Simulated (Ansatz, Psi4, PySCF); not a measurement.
Cl₂Hg (SMILES [Cl][Hg][Cl]), singlet, at a GFN2-xTB geometry (such geometries of metal compounds can be far from the true shape) (core potentials on Hg). Base run: B3LYP5/def2-SVP in PySCF.

Here is a job for PySCF.
```python
from pyscf import gto, scf, dft

mol = gto.Mole()
mol.atom = '''
    Hg    0.00000000    0.00000000    0.00000000
    Cl    0.00000000    0.00000000    2.30126892
    Cl   -0.00000000   -0.00000000   -2.30126892
'''
mol.basis = 'def2-svp'
mol.ecp = {'Hg': 'def2-svp'}
mol.verbose = 3
mol.build()

mf = dft.RKS(mol)
mf.xc = 'b3lyp5'
mf.kernel()
```

The same geometry, method and basis name were run in Ansatz (a quantum-chemistry and plane-wave program) and Psi4 and PySCF, at each program's defaults and at the settings that a row names. The base is PySCF at its defaults. Differences at the defaults can come from grids, fitting, cores and function types together.

```csv
code and settings,ΔE vs base (mEh),basis functions,E (Eh),SCF cycles
"PySCF, defaults (exact integrals, its default grid, spherical functions)",0.000,68,-1073.52694,9
"Psi4, defaults (density fitting with its default set, its default grid, spherical functions)",0.017,68,-1073.52692,8
"Ansatz, defaults (factorised integrals, its default grid, spherical functions)",0.006,68,-1073.52693,-
"PySCF, density fitting with def2-universal-jkfit",0.000,68,-1073.52694,9
"PySCF, fine grid",0.003,68,-1073.52694,9
"Psi4, exact integrals, spherical functions, fine grid",0.003,68,-1073.52694,9
"Ansatz, high accuracy",0.004,68,-1073.52694,-
```
